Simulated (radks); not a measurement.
The numbers below are computed, except where a source is named.
All-electron atom: Hg2+ in [Xe] 4f14 5d10.

Code: a radial shooting solver on a logarithmic mesh with Libxc functionals. Model: Dirac Kohn-Sham, BLYP, spin-unpolarised, spherical densities, point nucleus.

Energy parts (Ry):
part                       energy
total                 -39324.2148
kinetic                45390.7192
electron-nucleus      -99123.4076
Hartree                15156.9925
exchange-correlation    -748.5189

Orbitals (lengths in bohr, moments of r in powers of bohr; r(max) is where P^2 peaks):
orbital,occ.,eigenvalue (Ry),<r>,r(max),<r^2>,<r^4>
1s1/2,2,-6105.927,0.01658,0.01022,0.0003806,3.990e-07
2s1/2,2,-1082.413,0.06923,0.05934,0.005736,0.00005782
2p1/2,2,-1038.431,0.05692,0.04361,0.004053,0.00003429
2p3/2,4,-895.2072,0.06559,0.05110,0.005239,0.00005384
3s1/2,2,-257.8832,0.1801,0.1670,0.03723,0.002098
3p1/2,2,-238.1103,0.1704,0.1558,0.03392,0.001826
3p3/2,4,-206.3872,0.1863,0.1710,0.04031,0.002546
3d3/2,4,-173.7150,0.1621,0.1330,0.03086,0.001682
3d5/2,6,-166.9191,0.1670,0.1372,0.03259,0.001859
4s1/2,2,-57.77500,0.3991,0.3761,0.1799,0.04679
4p1/2,2,-49.30523,0.4011,0.3741,0.1833,0.04978
4p3/2,4,-41.64233,0.4354,0.4053,0.2155,0.06869
4d3/2,4,-27.81832,0.4425,0.3976,0.2264,0.08124
4d5/2,6,-26.39029,0.4537,0.4071,0.2378,0.08953
5s1/2,2,-10.07403,0.9021,0.8282,0.9131,1.210
4f5/2,6,-8.59987,0.4793,0.3642,0.2774,0.1555
4f7/2,8,-8.29168,0.4861,0.3687,0.2853,0.1648
5p1/2,2,-7.28046,0.9717,0.8730,1.067,1.707
5p3/2,4,-5.93396,1.068,0.9524,1.291,2.521
5d3/2,4,-2.19211,1.416,1.140,2.347,9.763
5d5/2,6,-2.05103,1.471,1.177,2.536,11.47

The highest occupied level is 5d5/2 at -27.906 eV. The density falls to 0.001 e/bohr^3 at r = 3.48 bohr. For comparison, the ionisation energy in NIST's Atomic Spectra Database is 34.49 eV (measured). In exact Kohn-Sham theory the highest level is minus the ionisation energy, but local and semilocal functionals leave it too shallow, through self-interaction and a potential that decays too fast; potentials with the right tail come closer.
